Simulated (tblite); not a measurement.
Species: C3H8NSSi (doublet state).
SMILES with atom numbers: `[CH3:1][CH2:2][Si@@H:3]([SH:4])[CH:5]=[N:6]` (hydrogens: H7, H8, H9 on C1; H10, H11 on C2; H12 on Si3; H13 on S4; H14 on C5)

The geometry is computed with GFN2-xTB (gas phase). This method treats the open shell by occupation alone, without spin polarisation.

Question: What internal coordinates does the optimisation give?

Answer: 
```tsv
bond	length (Å)	order
C1–C2	1.525	single
C2–Si3	1.898	single
Si3–S4	2.161	single
Si3–C5	1.963	single
C5=N6	1.209	double
C1–H7, C1–H8, C1–H9	1.088	single
C2–H10	1.093	single
C2–H11	1.093	single
Si3–H12	1.458	single
S4–H13	1.325	single
C5–H14	1.095	single
```

Bonds in one row agree within 0.01 Å and their mean is given. Orders are formal, as drawn. A selection of angles:
```tsv
angle	degrees
C2–C1–H7	110.6
C2–C1–H9	109.9
H7–C1–H8	108.4
H7–C1–H9	108.7
C1–C2–Si3	112.1
C1–C2–H10	109.8
C1–C2–H11	108.7
Si3–C2–H10	109.7
Si3–C2–H11	109.8
H10–C2–H11	106.6
C2–Si3–S4	112.7
C2–Si3–C5	108.7
C2–Si3–H12	116.6
S4–Si3–C5	106.9
S4–Si3–H12	103.4
C5–Si3–H12	108.0
Si3–S4–H13	97.2
Si3–C5–N6	121.9
Si3–C5–H14	111.7
N6–C5–H14	126.4
```

Dihedral angles: C1–C2–Si3–S4 -171° (antiperiplanar); C2–Si3–C5–N6 16° (synperiplanar); H13–S4–Si3–C2 55° (synclinal).

S4 (sulfur bonded to Si and H) is bent (angle 97.2°). Si3 (silicon bonded to 2 C, S and H) is distorted tetrahedral (angles from 103.4° to 116.6°). C5 (carbon bonded to N, Si and H) is planar (angles 126.4°, 121.9° and 111.7°, sum 360.0°, 0.00 Å off the plane of its three neighbours). The 2 C–Si bonds span 1.898 Å (C2–Si3, drawn single) to 1.963 Å (Si3–C5, drawn single), a spread of 0.065 Å. Of the pairs four or more bonds apart, N6···H9 is among the closest relative to their van der Waals radii: 2.31 Å, 84 % of the sum of Bondi's values.

Point group: C1 (no symmetry element, even within 0.4 Å). Its GFN2-xTB frequencies are all real (lowest 49 cm⁻¹). Torsions: C1–C2–Si3–S4 -171°, C2–Si3–S4–H 55°, C2–Si3–C5–N6 16°.

One conformer stands for the species.
